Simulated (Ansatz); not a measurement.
Input file for Ansatz (a quantum-chemistry and plane-wave program): R-wB97M-V/def2-TZVPP on aminoborane (SMILES BN), atoms moved off the minimum.

Ansatz 0.2 input:
```yaml
crystal:
  periodic: [false, false, false]
  atoms:
    - {symbol: B, position_ang: [-0.94539336, -0.10446029, -0.01908423]}
    - {symbol: N, position_ang: [0.54043000, -0.15361915, -0.05630549]}
    - {symbol: H, position_ang: [-1.22800814, -0.97783426, -0.04866078]}
    - {symbol: H, position_ang: [-1.28940200, 1.07729412, 0.05071198]}
    - {symbol: H, position_ang: [1.14872347, 0.83232840, 0.08083201]}
    - {symbol: H, position_ang: [0.89201117, -0.78720469, 0.06757938]}
basis:
  gaussian:
    orbitals: def2-TZVPP
hamiltonian:
  xc: {name: wB97M-V}
scf: {lower_state_search: off}
output: {forces: true}
```

Program output:

```
WARN ansatz: RAYON_NUM_THREADS=1 ignored (pool sized by the plan → 1); use --threads N
Functional definition: wB97M-V
these checks for a lower state are left out or cut short: stability, starts, cluster_reference, orbital_swaps, neighbouring_geometries, increment
integrals: 0.03 GiB planned
560 factors; their error is unknown
integrals: 0.06 GiB planned
160 factors; integrals over basis functions are off by at most 1.2e-5 eV
mean field: 0.39 GiB planned
mean field evaluation 1: about -2220.9114 eV, gradient 5.4e1 eV
mean field evaluation 2: about -2220.5033 eV, gradient 5.5e1 eV
mean field evaluation 4: about -2226.4482 eV, gradient 1.1e0 eV
mean field evaluation 8: about -2226.4514 eV, gradient 2.7e-1 eV
mean field evaluation 16: about -2226.4515 eV, gradient 2.1e-5 eV
mean field -2226.45148991 eV, -81.8205831111 hartree, gradient 5.6e-6 eV, S^2 0.000000; 0 other end points of the search recorded, 0 dependent functions left out
the calculation of the forces begins
reference -2226.45153272 eV, -81.8205846843 hartree; 8, 8 occupied and 110, 110 virtual orbitals, 560 factors
Total energy: -2226.45153272 eV, -81.8205846843 hartree
Atom 0 at    -0.945393    -0.104460    -0.019084 Å, force     8.661884    13.504416     0.326823 eV/Å
Atom 1 at     0.540430    -0.153619    -0.056305 Å, force   -16.149544    31.998525    -4.419696 eV/Å
Atom 2 at    -1.228008    -0.977834    -0.048661 Å, force    -5.606278   -12.381476    -0.336940 eV/Å
Atom 3 at    -1.289402     1.077294     0.050712 Å, force    -0.629917    -1.287572    -0.164503 eV/Å
Atom 4 at     1.148723     0.832328     0.080832 Å, force    -2.255951    -4.176462    -0.561444 eV/Å
Atom 5 at     0.892011    -0.787205     0.067579 Å, force    15.979805   -27.657430     5.155760 eV/Å
Dipole moment:     0.233246    -0.011669     0.078373 e Å
Checks for a lower state left out: stability, starts, cluster_reference, orbital_swaps, neighbouring_geometries, increment
```

Self-consistency was reached.

Cost: about 4 core-seconds (a rough figure).
